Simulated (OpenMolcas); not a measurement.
**Multiconfigurational calculation on Br2+**

Input:

```
&GATEWAY
Coord
1

Br 0.0 0.0 0.0
Basis=ANO-RCC-VDZ
Group=XYZ
NoMove
AngMom=0.0 0.0 0.0
AMFI
&SEWARD
Relativistic=R04O02
* reference wave functions (RASSCF and RASSI steps not shown): 5 electrons in 8 orbitals (4s 4p 5s 5p)
>>> COPY JOB001 $Project.JobIph
&CASPT2
Multistate=1 1
Frozen=2 3
IPEA=0.4
Shift=0.2
MaxIter=60
WThr=0.0 0.3 0.05
PrWF=0.5
NoMix
>>> COPY JOB002 $Project.JobIph
&CASPT2
Multistate=9 1 2 3 4 5 6 7 8 9
Frozen=2 3
IPEA=0.4
Shift=0.2
MaxIter=60
WThr=0.0 0.3 0.05
PrWF=0.5
NoMix
>>> COPY JOB003 $Project.JobIph
&CASPT2
Multistate=3 1 2 3
Frozen=2 3
IPEA=0.4
Shift=0.2
MaxIter=60
WThr=0.0 0.3 0.05
PrWF=0.5
NoMix
...
```

Launched by
```bash
OMP_NUM_THREADS=1 MOLCAS_MEM=2252 MOLCAS_PROJECT=a pymolcas a.inp > a.log  # once for each step of the input, in one work folder
```

Output, cut to the results:

```
--- CASPT2 ---
Orbital specifications:
      -----------------------

      Symmetry species                           1   2
                                                ag  au
      Frozen orbitals                            2   3
      Inactive orbitals                          6   3
      Active orbitals                            2   6
      Secondary orbitals                         0   0
      Deleted orbitals                           0   0
      Number of basis functions                 10  12
Type of calculation                        SS-CASPT2
      Fock operator                              state-specific
      IPEA shift                                 0.40
      Real shift                                 0.20
      Imaginary shift                            0.00
      The input orbitals will be transformed to quasi-canonical
Reference energy:       -2603.3675395353
      E2 (Non-variational):      -0.0020140602
      Shift correction:          -0.0000412310
      E2 (Variational):          -0.0020552911
      Total energy:           -2603.3695948265
      Residual norm:              0.0000000171
      Reference weight:           0.99979
      Contributions to the CASPT2 correlation energy
      Active & Virtual Only:          0.0000000000
      One Inactive Excited:          -0.0007039732
      Two Inactive Excited:          -0.0013100870
::    CASPT2 Root  1     Total energy:  -2603.36959483
--- CASPT2 ---
Orbital specifications:
      -----------------------

      Symmetry species                           1   2
                                                ag  au
      Frozen orbitals                            2   3
      Inactive orbitals                          6   3
      Active orbitals                            2   6
      Secondary orbitals                         0   0
      Deleted orbitals                           0   0
      Number of basis functions                 10  12
Type of calculation                        MS-CASPT2
      Fock operator                              state-specific
      IPEA shift                                 0.40
      Real shift                                 0.20
      Imaginary shift                            0.00
      The input orbitals will be transformed to quasi-canonical
Reference energy:       -2603.2759207167
      E2 (Non-variational):      -0.0026455586
      Shift correction:          -0.0000659740
      E2 (Variational):          -0.0027115325
      Total energy:           -2603.2786322493
      Residual norm:              0.0000000322
      Reference weight:           0.99967
      Contributions to the CASPT2 correlation energy
      Active & Virtual Only:          0.0000000000
      One Inactive Excited:          -0.0012153534
      Two Inactive Excited:          -0.0014302052
Reference energy:       -2603.2759207167
      E2 (Non-variational):      -0.0026455558
      Shift correction:          -0.0000659742
      E2 (Variational):          -0.0027115300
      Total energy:           -2603.2786322467
      Residual norm:              0.0000000322
      Reference weight:           0.99967
      Contributions to the CASPT2 correlation energy
      Active & Virtual Only:          0.0000000000
      One Inactive Excited:          -0.0012153569
      Two Inactive Excited:          -0.0014301989
::    CASPT2 Root  1     Total energy:  -2603.27863225
::    CASPT2 Root  2     Total energy:  -2603.27863225
::    CASPT2 Root  3     Total energy:  -2603.27863225
::    CASPT2 Root  4     Total energy:  -2603.27863225
::    CASPT2 Root  5     Total energy:  -2603.27863504
::    CASPT2 Root  6     Total energy:  -2603.24129135
::    CASPT2 Root  7     Total energy:  -2603.24129135
::    CASPT2 Root  8     Total energy:  -2603.24129135
::    CASPT2 Root  9     Total energy:  -2602.58088774
::    MS-CASPT2 Root  1     Total energy:  -2603.27863667
::    MS-CASPT2 Root  2     Total energy:  -2603.27863227
::    MS-CASPT2 Root  3     Total energy:  -2603.27863225
::    MS-CASPT2 Root  4     Total energy:  -2603.27863223
::    MS-CASPT2 Root  5     Total energy:  -2603.27863062
::    MS-CASPT2 Root  6     Total energy:  -2603.24129135
::    MS-CASPT2 Root  7     Total energy:  -2603.24129135
::    MS-CASPT2 Root  8     Total energy:  -2603.24129135
::    MS-CASPT2 Root  9     Total energy:  -2602.58088774
--- CASPT2 ---
Orbital specifications:
      -----------------------

      Symmetry species                           1   2
                                                ag  au
      Frozen orbitals                            2   3
      Inactive orbitals                          6   3
      Active orbitals                            2   6
      Secondary orbitals                         0   0
      Deleted orbitals                           0   0
      Number of basis functions                 10  12
Type of calculation                        MS-CASPT2
      Fock operator                              state-specific
      IPEA shift                                 0.40
      Real shift                                 0.20
      Imaginary shift                            0.00
      The input orbitals will be transformed to quasi-canonical
Reference energy:       -2602.8781952430
      E2 (Non-variational):      -0.0017516288
      Shift correction:          -0.0000372430
      E2 (Variational):          -0.0017888718
      Total energy:           -2602.8799841148
      Residual norm:              0.0000000856
      Reference weight:           0.99981
      Contributions to the CASPT2 correlation energy
      Active & Virtual Only:          0.0000000000
      One Inactive Excited:          -0.0005198851
      Two Inactive Excited:          -0.0012317437
Reference energy:       -2602.8781952430
      E2 (Non-variational):      -0.0017516177
      Shift correction:          -0.0000372402
      E2 (Variational):          -0.0017888579
      Total energy:           -2602.8799841009
...
```

Levels above the lowest, from the spin-orbit matrix with the single-state CASPT2 energies, averaged by term, on its diagonal:

```tsv
Configuration	Term	J	E (cm⁻¹)	Measured (cm⁻¹)	g	Term weight %
4s² 4p³	⁴S°	3/2	0.0	0.0	1.995	99
4s² 4p³	²D°	3/2	19159		0.855	90
4s² 4p³	²D°	5/2	20280		1.200	100
4s² 4p³	²P°	1/2	28462	26915	0.666	100
4s² 4p³	²P°	3/2	29827	28579	1.286	89
4s 4p⁴	⁴P	5/2	106288		1.600	100
4s 4p⁴	⁴P	3/2	108647		1.735	100
4s 4p⁴	⁴P	1/2	109831		2.668	100
4s 4p⁴	²D	3/2	146243		0.800	100
```

Against the 2 measured excited levels shown (Moore, Atomic Energy Levels, vol. II, NSRDS-NBS 35 (1971 reprint of NBS Circular 467, 1952)) the mean absolute deviation is 1400 cm-1; the largest miss in energy is 4s² 4p³ ²P°_1/2: computed 28462, measured 26915 cm⁻¹ (+5.7 %).

Terms from blocks run as CI alone lack orbitals of their own. The run also gave levels led by 4s² 4p² 5p, 4s² 4p² 5s, which use shells meant for correlation; these and all levels above them are left out. Terms of s pⁿ other than that of highest spin mix with s² pⁿ⁻² d, which this space lacks; all of them can be thousands of cm-1 off, and some have no real level of that name. Computed and measured levels are paired by configuration, term and J; levels that our copy of the source lacks, or whose pairing is in doubt (as where it misses far off the trend of its configuration), stay unpaired and out of the deviations. Levels of configurations outside the active space are missing. The first state left out of the spin-orbit step lies near 180000 cm-1 above the lowest spin-free state of the reference (among the parities and spins computed), and the list stops at four fifths of that energy or lower.

The CASPT2 steps took 5.1 s on 1 thread of Intel(R) Xeon(R) Platinum 8375C CPU @ 2.90GHz (Ice Lake) (shared host); the integral step is not counted.

The term weight is that of the spin-free term in the level, not the purity of its configuration. ° marks odd parity.
